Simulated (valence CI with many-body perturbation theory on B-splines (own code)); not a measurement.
# Sensitivity of CI+MBPT for Au56+

Computed by valence CI with perturbative core correlation (CI+MBPT): five valence electrons over a frozen Dirac-Fock core [Ar], a basis of 6 s, 6 p, 5 d, 5 f, 1 g functions for each j, with the one-electron correlation potential Σ1, the two-electron term Σ2, the three-electron term Σ3, Breit, model QED; selected CI, second order for the rest, scaled by the run's own slope (own B-spline code, finite nucleus).

No measured spectrum was set against this ion. As an estimate, large intervals hold to a few tenths of a per cent, small ones and those within an open d or f shell to about a per cent. Among the levels kept, up to 430 cm⁻¹ of a level comes from second order outside the variational space, and about a tenth of that is noise between levels of different J, which matters for small intervals. Only levels of the ground parity were solved; by the run's estimate the other parity begins above the list, which can be wrong where configurations are misplaced.

The reference run has the lowest level (3d3/2^4 3d5/2) J=5/2 and an ionisation energy of 5593.52 eV. Its largest variational space holds 10000 state functions.

Levels are named by their leading jj configuration (3d3/2^4 stands for four electrons in 3d with j = 3/2), which in mixed levels can hold well under half, so a name can repeat and another be missing. Letters in brackets count levels of one name in rising energy.

Changed runs:
A. selection threshold (hartree) 2e-08 → 1e-05
B. highest l with Σ1, explicit Σ2 and valence Breit (higher l get mean screening factors) 3 → 1
C. screening of Σ1 on → off; Davidson tolerance 2e-05 → 0.001
D. correlating orbitals by l 3 3 3 3 1 → 2 2 1 1 0; natural orbitals for correlation on → off (bad on purpose)

Excitation energies of the reference run in cm⁻¹, and shifts in cm⁻¹:

```csv
Level,Reference,A,B,C,D
(3d3/2^3 3d5/2^2) J=5/2 [a],671910,+56,-9081,+267,-1686
(3d3/2^3 3d5/2^2) J=7/2 [a],771376,+388,-2503,+265,-576
(3d3/2^3 3d5/2^2) J=11/2,780367,+112,+9776,+265,-893
(3d3/2^3 3d5/2^2) J=3/2 [a],789893,-46,-9734,+267,-165
(3d3/2^3 3d5/2^2) J=9/2,832354,+537,+2049,+268,-42
(3d3/2^3 3d5/2^2) J=5/2 [b],867946,+317,-1830,+272,+585
(3d3/2^3 3d5/2^2) J=7/2 [b],905466,+497,-2485,+270,+788
(3d3/2^3 3d5/2^2) J=1/2,906068,-71,-7644,+280,+918
(3d3/2^3 3d5/2^2) J=3/2 [b],1065130,+1.1,-11693,+285,+2938
(3d3/2^2 3d5/2^3) J=5/2 [a],1433040,+220,-16485,+529,-1959
(3d3/2^2 3d5/2^3) J=7/2 [a],1510760,+382,-9787,+533,-1337
(3d3/2^2 3d5/2^3) J=11/2,1511740,+485,+1427,+532,-1819
Ionisation energy (eV),5593.52,-0.046,+1.50,-0.08,-0.56
```
